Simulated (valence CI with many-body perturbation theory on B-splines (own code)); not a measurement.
## Pr43+: magnetic and hyperfine properties of the levels

Calculated by configuration interaction combined with many-body perturbation theory (CI+MBPT): six valence electrons over a frozen Dirac-Fock core [Ne], a basis of 9 s, 9 p, 8 d, 6 f, 3 g, 1 h functions for each j, with the one-electron correlation potential Σ1 (screened to all orders), the two-electron term Σ2, the three-electron term Σ3, Breit, model QED; selected single and double excitations, second order for the rest, scaled by the run's own slope (own B-spline code, finite nucleus).

No measured spectrum was set against this ion. As an estimate, large intervals hold to a few tenths of a per cent, small ones and those within an open d or f shell to about a per cent. Among the levels kept, up to 1100 cm⁻¹ of a level comes from second order outside the variational space, and about a tenth of that is noise between levels of different J, which matters for small intervals.

A/g_I is the dipole constant over the nuclear g factor μ/I (μ in nuclear magnetons, uniformly magnetised nucleus), B/Q the quadrupole constant per barn. Both hold the static response of the core; the bare values leave it out. Large factors of s and p1/2 electrons are usually good to 5 to 10 %; those of open d and f shells near neutrality can be off by tens of per cent, and small factors of p3/2, d and f electrons come from cancelling terms and can be off by a factor of two or in sign, in half-filled shells by more. B is blank for J = 1/2, where it vanishes, and for nearly pure S terms. Energies count from the lowest level. Levels with J = 0 are left out.

Levels are named by their leading jj configuration (3d3/2^4 stands for four electrons in 3d with j = 3/2), which in mixed levels can hold well under half, so a name can repeat and another be missing. Letters in brackets count levels of one name in rising energy.

```csv
Level,E (cm⁻¹),g,A/g_I (MHz),A/g_I bare,B/Q (MHz/b),B/Q bare
(3s^2 3p1/2^2 3p3/2^2) J=2,0,1.347,92300,92100,24400,24000
(3s^2 3p1/2 3p3/2^3) J=1,937800,1.494,-43400,-40200,-89200,-87700
(3s^2 3p1/2 3p3/2^3) J=2,999060,1.138,233000,229000,-203000,-200000
(3s^2 3p1/2^2 3p3/2 3d3/2) J=2,1407400,1.052,72000,72400,-1020,-857
(3s^2 3p1/2^2 3p3/2 3d3/2) J=1,1447400,1.160,55300,56600,-69700,-69200
(3s^2 3p1/2^2 3p3/2 3d3/2) J=3,1457100,1.135,66200,67100,160000,158000
(3s^2 3p1/2^2 3p3/2 3d5/2) J=4,1654800,1.273,44300,45400,174000,173000
(3s^2 3p1/2^2 3p3/2 3d5/2) J=2,1656700,1.288,81600,81900,-118000,-115000
(3s^2 3p1/2^2 3p3/2 3d5/2) J=3,1803700,1.164,43400,44200,28200,29300
(3s^2 3p1/2^2 3p3/2 3d5/2) J=1,1858500,1.056,-43900,-40800,17000,17300
(3s 3p1/2^2 3p3/2^3) J=2,2009500,1.448,439000,430000,-158000,-156000
(3s 3p1/2^2 3p3/2^3) J=1,2129900,1.160,-243000,-234000,-46100,-45300
(3s^2 3p1/2 3p3/2^2 3d3/2) J=2 [a],2293700,1.022,137000,135000,-110000,-108000
(3s^2 3p1/2 3p3/2^2 3d3/2) J=1 [a],2302900,0.947,160000,158000,-33000,-32900
(3s^2 3p1/2 3p3/2^2 3d3/2) J=3 [a],2340000,1.097,134000,133000,-21200,-20600
(3s^2 3p1/2 3p3/2^2 3d3/2) J=4,2399200,1.059,145000,143000,27400,28400
(3s^2 3p1/2 3p3/2^2 3d3/2) J=2 [b],2470500,0.853,179000,177000,99500,99100
(3s^2 3p1/2 3p3/2^2 3d5/2) J=3 [a],2508300,1.347,-17900,-15100,40400,40200
(3s^2 3p1/2 3p3/2^2 3d5/2) J=4 [a],2522500,1.284,1510,3510,88100,88600
(3s^2 3p1/2 3p3/2^2 3d3/2) J=3 [b],2576300,1.155,33000,34400,15600,16500
(3s^2 3p1/2 3p3/2^2 3d5/2) J=1 [a],2577500,0.955,279000,274000,23000,22600
(3s^2 3p1/2 3p3/2^2 3d5/2) J=4 [b],2595100,1.177,118000,117000,-2810,-1740
(3s^2 3p1/2 3p3/2^2 3d3/2) J=2 [c],2596200,1.271,141000,140000,6830,5950
(3s^2 3p1/2 3p3/2^2 3d5/2) J=5,2617300,1.193,112000,111000,40000,41200
(3s^2 3p1/2 3p3/2^2 3d3/2) J=1 [b],2620000,1.604,183000,182000,26000,25700
(3s^2 3p1/2 3p3/2^2 3d3/2) J=1 [c],2703400,0.954,-117000,-111000,-26400,-25400
(3s^2 3p1/2 3p3/2^2 3d5/2) J=2 [a],2723800,1.260,-65500,-61900,150000,149000
(3s^2 3p1/2 3p3/2^2 3d5/2) J=3 [b],2767900,1.125,126000,125000,171000,170000
(3s^2 3p1/2 3p3/2^2 3d5/2) J=2 [b],2787500,1.075,102000,102000,30700,30900
(3s^2 3p1/2 3p3/2^2 3d5/2) J=1 [b],2820600,1.141,-77800,-74100,10600,10400
(3s^2 3p1/2 3p3/2^2 3d5/2) J=3 [c],2835100,1.060,140000,138000,-118000,-115000
(3s^2 3p1/2^2 3d3/2^2) J=2,2867200,0.731,45300,46400,2420,2590
(3s^2 3p1/2 3p3/2^2 3d5/2) J=2 [c],2882900,1.213,38600,39500,-138000,-136000
```

Take the isotope of mass number 141, with I = 5/2, μ = 4.266 μN and Q = -0.0589 b. What is the hyperfine structure of (3s^2 3p1/2 3p3/2^3) J=2?

From the table A = 397000 MHz, B = 12000 MHz. Shifts from the centre of gravity in MHz: F = 1/2: -2770000, F = 3/2: -2180000, F = 5/2: -1190000, F = 7/2: 193000, F = 9/2: 1990000.
